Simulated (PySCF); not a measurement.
Predicted microwave data (PBE0-D3(BJ)/def2-SVP geometry optimisation, gas phase in PySCF) for one isomer of C8H13GeN:

| Quantity | Value |
| --- | --- |
| Rotational constants | A = 1309, B = 959.6, C = 665.4 MHz |
| Dipole components | \|μa\| = 2.76 D, \|μb\| = 3.37 D, \|μc\| = 0.46 D |
| Inertial defect | -153.23 u·Å² |
| κ | -0.09 |

**Question.** Which candidate fits, each taken in the one conformer that was computed?
A. `[CH3][Ge]([CH3])([CH3])[c]1ccncc1`
B. `[N:1]#[C:2][Ge:3]1([CH:4]2[CH2:5][CH2:6][CH2:7]2)[CH2:8][CH2:9][CH2:10]1` with C2–Ge3–C4–C5 -69°, Ge3–C4–C5–C6 -100°, C4–C5–C6–C7 -16°, C5–C6–C7–C4 16°, C2–Ge3–C8–C9 126°
C. `[CH3][Ge]([CH3])([c]1cccnc1)[CH3]`

**Answer.** B. It is N#[C][Ge]1([CH]2CCC2)[CH2]C[CH2]1, an asymmetric top, point group C1. The candidates at the same level (rigid rotor, commonest isotopes):

```csv
SMILES,A (MHz),B (MHz),C (MHz),μa (D),μb (D),μc (D),Δ (u·Å²),point group,rotor
N#[C][Ge]1([CH]2CCC2)[CH2]C[CH2]1,1309,959.6,665.4,2.76,3.37,0.46,-153.23,C1,asymmetric top
[CH3][Ge]([CH3])([CH3])[c]1ccncc1,1969,617.6,560.2,2.82,0.03,0.00,-172.86,–,near-prolate asymmetric top
[CH3][Ge]([CH3])([CH3])[c]1cccnc1,1956,625.3,565.1,1.58,1.77,0.01,-172.29,near Cs,near-prolate asymmetric top
```

`[CH3][Ge]([CH3])([CH3])[c]1cccnc1` has A 49 % too high; `[CH3][Ge]([CH3])([CH3])[c]1ccncc1` has A 50 % too high. No structure here is proved a minimum.
